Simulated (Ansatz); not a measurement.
CH3B2FO, SMILES `FB1CBO1` at its PBE0-D4/def2-TZVP geometry, where that method's forces vanish. Charge 0, multiplicity 1.

| atom | x (Å) | y (Å) | z (Å) |
| --- | --- | --- | --- |
| F1 | -0.054 | 2.173 | -0.833 |
| B2 | 0.135 | 0.971 | -0.343 |
| C3 | -0.738 | -0.173 | 0.284 |
| B4 | 0.686 | -0.820 | 0.045 |
| O5 | 1.370 | 0.326 | -0.358 |
| H6 | -0.973 | -0.028 | 1.342 |
| H7 | -1.622 | -0.552 | -0.226 |
| H8 | 1.195 | -1.897 | 0.090 |

Question: For each bond, give half the difference of the two atoms' forces along it (eV/Å; positive pushes the atoms apart) under PBE-D4, r2SCAN-D4, B3LYP-D4, ωB97M-V in def2-TZVPP. (Estimate.)

Answer: Computed: 
```csv
bond,length (Å),PBE-D4,r2SCAN-D4,B3LYP-D4,ωB97M-V
F1–B2,1.311,0.41,0.15,0.08,0.12
B2–C3,1.570,-0.18,-0.09,0.05,0.06
B2–O5,1.394,0.46,0.18,0.08,0.07
C3–B4,1.582,-0.05,0.00,0.16,0.19
C3–H6,1.093,0.11,-0.01,-0.06,-0.10
C3–H7,1.089,0.10,-0.02,-0.05,-0.11
B4–O5,1.394,0.46,0.23,0.15,0.14
B4–H8,1.192,-0.01,-0.06,-0.25,-0.25
```

B3LYP here is the variant with VWN-RPA as its local correlation; programs differ in this.
